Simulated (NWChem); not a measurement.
Everything below was run with NWChem. System: MoO$_{3}$, charge 0, spin multiplicity 1, at a geometry optimised with B3LYP/def2-SVP with def2 effective core potentials on Mo. The structure started from a generated list of species.

Input file:

```
start mol
memory heap 200 mb stack 700 mb global 1700 mb
geometry units angstroms nocenter noautoz
  Mo     0.143827     0.137403     0.000000
  O      0.305495    -0.823692     1.397103
  O      0.305495    -0.823692    -1.397103
  O     -1.366080     0.926018     0.000000
  symmetry group Cs
end
basis spherical
  * library def2-qzvp
end
ecp
  Mo library def2-ecp
end
basis "ri basis" bse spherical
  * library def2-qzvp-rifit
end
dft
  xc xpbe96 cpbe96
  iterations 100
  direct
  tolerances tight
end
task dft energy
gw
  method cdgw
  states alpha occ 4 vir 2
end
task dft gw
```

The output up to the point where the run's verdict is printed (cleaned and shortened):

```
             Northwest Computational Chemistry Package (NWChem) 7.3.0
             --------------------------------------------------------

                                NWChem Input Module
                                -------------------

 Scaling coordinates for geometry "geometry" by  1.889725989
 (inverse scale =  0.529177249)

 Turning off AUTOSYM since
 SYMMETRY directive was detected!

                             Geometry "geometry" -> ""
                             -------------------------

 Output coordinates in angstroms (scale by  1.889725989 to convert to a.u.)

  No.       Tag          Charge          X              Y              Z
 ---- ---------------- ---------- -------------- -------------- --------------
    1 Mo                  42.0000     0.14382700     0.13740300     0.00000000
    2 O                    8.0000     0.30549500    -0.82369200     1.39710300
    3 O                    8.0000     0.30549500    -0.82369200    -1.39710300
    4 O                    8.0000    -1.36608000     0.92601800     0.00000000

 Effective nuclear repulsion energy (a.u.)     349.4975910818

            Nuclear Dipole moment (a.u.)
            ----------------------------
        X                 Y               Z
 ---------------- ---------------- ----------------
     0.0000264562    -0.0000037795     0.0000000000

      Symmetry information
      --------------------

 Group name             Cs
 Group number              2
 Group order               2
 No. of unique centers     3

      Symmetry unique atoms

     1    2    4


 Summary of "ao basis" -> "" (spherical)
 ------------------------------------------------------------------------------
       Tag                 Description            Shells   Functions and Types
 ---------------- ------------------------------  ------  ---------------------
 *                         def2-qzvp                  on all atoms

 Summary of "ri basis" -> "" (spherical)
 ------------------------------------------------------------------------------
       Tag                 Description            Shells   Functions and Types
[...]
   138      0.134235  3 O  py                80      0.128223  2 O  px
   137     -0.128223  3 O  px                84     -0.124318  2 O  py
   141      0.124318  3 O  py                87     -0.120631  2 O  py

 Vector   20  Occ=0.000000D+00  E=-2.008463D-01  Symmetry=a'
              MO Center=  5.6D-01,  5.3D-01, -3.1D-14, r^2= 2.3D+00
   Bfn.  Coefficient  Atom+Function         Bfn.  Coefficient  Atom+Function
  ----- ------------  ---------------      ----- ------------  ---------------
     5      0.443087  1 Mo s                  3     -0.293786  1 Mo s
    23      0.286174  1 Mo d -2               6      0.238308  1 Mo s
    28      0.209651  1 Mo d -2               4     -0.186776  1 Mo s
    25     -0.165394  1 Mo d  0               2      0.151887  1 Mo s
    17      0.150680  1 Mo px                33      0.151391  1 Mo d -2

 Vector   21  Occ=0.000000D+00  E=-1.209845D-01  Symmetry=a'
              MO Center= -8.8D-03,  2.3D-01, -7.7D-11, r^2= 2.2D+00
   Bfn.  Coefficient  Atom+Function         Bfn.  Coefficient  Atom+Function
  ----- ------------  ---------------      ----- ------------  ---------------
    27      0.405844  1 Mo d  2              32      0.290002  1 Mo d  2
    37      0.248061  1 Mo d  2             195      0.186768  4 O  py
   201      0.184435  4 O  py               204      0.182947  4 O  py
   198      0.173030  4 O  py                25      0.131507  1 Mo d  0
    18     -0.098881  1 Mo py                42      0.096065  1 Mo d  2

 Vector   22  Occ=0.000000D+00  E=-1.209837D-01  Symmetry=a"
              MO Center=  2.3D-01, -1.9D-02,  7.7D-11, r^2= 2.2D+00
   Bfn.  Coefficient  Atom+Function         Bfn.  Coefficient  Atom+Function
  ----- ------------  ---------------      ----- ------------  ---------------
    26      0.396147  1 Mo d  1              31      0.270629  1 Mo d  1
    36      0.227902  1 Mo d  1              24     -0.168443  1 Mo d -1
    80      0.151147  2 O  px               137     -0.151147  3 O  px
    86      0.146982  2 O  px               143     -0.146982  3 O  px
    89      0.144117  2 O  px               146     -0.144117  3 O  px

 center of mass
 --------------
 x =   0.02595610 y =   0.02479638 z =   0.00000000

 moments of inertia (a.u.)
 ------------------
         355.977950716766          94.186732905815           0.000000000000
          94.186732905815         347.369606679764           0.000000000000
           0.000000000000           0.000000000000         257.387139197586

     Multipole analysis of the density
     ---------------------------------

     L   x y z        total         alpha         beta         nuclear
     -   - - -        -----         -----         ----         -------
     0   0 0 0     -0.000000    -19.000000    -19.000000     38.000000

     1   1 0 0      1.328458      4.469327      4.469327     -7.610195
     1   0 1 0      1.269040      4.269678      4.269678     -7.270316
     1   0 0 1      0.000000      0.000000      0.000000      0.000000

     2   2 0 0    -27.430324    -43.555401    -43.555401     59.680479
     2   1 1 0      4.050472     26.789828     26.789828    -49.529185
     2   1 0 1      0.000000      0.000000      0.000000      0.000000
     2   0 2 0    -27.800476    -46.003901    -46.003901     64.207326
     2   0 1 1      0.000000      0.000000      0.000000      0.000000
     2   0 0 2    -31.669957    -71.597771    -71.597771    111.525584

 Task  times  cpu:      152.8s     wall:      152.8s

                                NWChem Input Module
                                -------------------

                                 NWChem GW Module
                                 ----------------

                             ***********************
                             ***        GW       ***
                             ***********************

  bas_tag_lib: failed to locate basis mo_def2-qzvp-rifit in file libraries.bse/
```

The program stopped with an error. NWChem stopped with the message: bas_tag_lib: no such basis available.
